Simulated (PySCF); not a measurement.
**Ge²⁺: ionisation energy**

Ge²⁺ [Ar] 3d10 4s2 (1S) → Ge³⁺ [Ar] 3d10 4s1 (2S), as a difference of total energies. Computed with PySCF 2.14 in x2c-QZVPPall with one added diffuse shell each of s, p, d, f type (12s9p6d5f1g, 113 functions), with the spin-free X2C one-electron Hamiltonian (Gaussian nucleus). Correlated levels: valence: [Ar] 3d10 frozen. The calculations carry no spin-orbit coupling.

```
           method  ionisation energy (eV)  error (eV)
              UHF                  32.195      -1.863
    MP2 (valence)                  33.015      -1.043
SCS-MP2 (valence)                  33.179      -0.879
   CCSD (valence)                  33.292      -0.766
```

Reference: 34.058 eV (measured; NIST Atomic Spectra Database, ionization energies).

Errors of the correlated levels include the incompleteness of this basis and the frozen core.

With two correlated electrons CCSD is exact in that space.
